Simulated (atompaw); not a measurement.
# u(r) = r·R(r): atom against pseudo-atom (platinum (Pt))

Columns: radius, all-electron u(r) and pseudo u(r) of the 6p shell (level -14.55 eV) of platinum in the configuration [Kr] 4d10 4f14 5s2 5p6 5d8 6s0 6p0; LDA (PW92), scalar-relativistic, PAW (atompaw) scheme, atompaw 4.2.0.5.

```tsv
r (bohr)	all-electron	pseudo
0.081	-0.0258	-0.0021
0.162	-0.1108	-0.0083
0.242	0.0710	-0.0179
0.323	0.1862	-0.0303
0.404	0.1580	-0.0444
0.485	0.0458	-0.0588
0.565	-0.0837	-0.0719
0.646	-0.1951	-0.0826
0.727	-0.2705	-0.0893
0.808	-0.3070	-0.0906
0.888	-0.3091	-0.0855
0.969	-0.2834	-0.0731
1.050	-0.2369	-0.0530
1.131	-0.1762	-0.0249
1.212	-0.1068	0.0107
1.292	-0.0338	0.0526
1.373	0.0414	0.1008
1.454	0.1154	0.1535
1.535	0.1864	0.2088
1.615	0.2527	0.2646
1.696	0.3148	0.3203
1.777	0.3717	0.3737
1.858	0.4229	0.4235
1.938	0.4680	0.4681
2.019	0.5081	0.5081
2.100	0.5428	0.5428
```

**Question.** How many radial nodes do the two functions have?

**Answer.** The all-electron 6p function has n − l − 1 = 4 (the table is too coarse to show those close to the nucleus); the pseudo-wave has 1, since 1 lower shell of the same l stays in the valence.

**Question.** Is the pseudo-wave norm-conserving?

**Answer.** No, it belongs to a PAW set: the norm inside the radius is not constrained, and the difference is carried by the augmentation charge.
